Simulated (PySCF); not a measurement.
# Calculated properties of `C/C(=C/C=O)[SiH2]O[SiH2][SiH3]`

Species: C₄H₁₂O₂Si₃.
Atom-mapped SMILES: `[CH3:1]/[C:2](=[CH:3]/[CH:4]=[O:5])[SiH2:6][O:7][SiH2:8][SiH3:9]` (hydrogens: H10, H11, H12 on C1; H13 on C3; H14 on C4; H15, H16 on Si6; H17, H18 on Si8; H19, H20, H21 on Si9)

Cartesian coordinates in Å at the GFN2-xTB level; atoms count from 1:
```
atom  x, y, z in Å
C1    -0.7729    1.4995   -0.2666
C2    -1.5012    0.2326   -0.0423
C3    -2.8314    0.1842    0.1632
C4    -3.3952   -1.1090    0.3848
O5    -2.7169   -2.1261    0.3846
Si6   -0.5839   -1.4371   -0.0173
O7     0.9766   -0.9900   -0.2589
Si8    2.4422   -0.5902   -0.7996
Si9    3.2967    0.9914    0.6367
H10   -0.0784    1.6595    0.5583
H11   -1.4409    2.3567   -0.3455
H12   -0.1661    1.4186   -1.1672
H13   -3.4760    1.0523    0.1724
H14   -4.4783   -1.1778    0.5630
H15   -0.4768   -1.9797    1.3306
H16   -0.8779   -2.2200   -1.2117
H17    3.2059   -1.8428   -0.8718
H18    2.2745   -0.1110   -2.1827
H19    3.3462    0.5886    2.0481
H20    4.6745    1.3439    0.2738
H21    2.5702    2.2734    0.6476
```

Among its groups: aldehyde, C=C double bond, Si–H bond, siloxane link and C–Si bond.

GFN2-xTB geometry:

```
Point group of the GFN2-xTB geometry                  : C1
Rotational constants A, B, C of the GFN2-xTB geometry : 2.115, 0.475, 0.418 GHz
```

**PBE0/pcSseg-1 ground state and GIAO shieldings, non-relativistic (PySCF)**

```
Dipole moment                                               : 3.15 D
HOMO energy                                                 : -7.74 eV
LUMO energy                                                 : -2.32 eV
HOMO–LUMO gap                                               : 5.42 eV
Lowest Hirshfeld atomic charge                              : -0.31 e on O7
Highest Hirshfeld atomic charge                             : +0.35 e on Si6
13C chemical shifts (computed TMS as zero) by class         : 205.7 (C2), 194.9 (C4), 138.8 (C3), 28.7 (C1) ppm
1H chemical shifts (computed TMS as zero) by class          : 9.21 (H14), 6.96 (H13), 5.81 (H17/H18), 5.11 (H15/H16), 3.42 (H19/H20/H21), 2.69 (H10/H11/H12) ppm
Isotropic shieldings of nuclei other than C and H, by class : -233 (O5), 302 (O7), 387 (Si8), 413 (Si6), 471 (Si9) ppm
Mayer bond orders between heavy atoms                       : C1–C2 1.09, C2–C3 1.69, C3–C4 1.13, C4–O5 1.75, C2–Si6 0.77, Si6–O7 0.85, O7–Si8 0.95, Si8–Si9 0.91
```

Monoisotopic mass from the formula: 176.0145 u.

The dipole matches unit charges of opposite sign 0.66 Å apart (1 e·Å = 4.8032 D). With B = h/(8π²I), that is 505.379 GHz u Å² over I, the principal moments of inertia are 239.0, 1064.3 and 1210.0 u Å² (most abundant isotopes). The rotational constants make it an asymmetric top with κ = (2B − A − C)/(A − C) = -0.93, nearer the prolate limit (−1).

Geometry: GFN2-xTB, one conformer, isolated molecule. NMR classes are plain means over equivalent atoms (diastereotopic ones count apart unless rotation or inversion swaps them), as if these changed places fast; in this geometry the members of some classes differ.
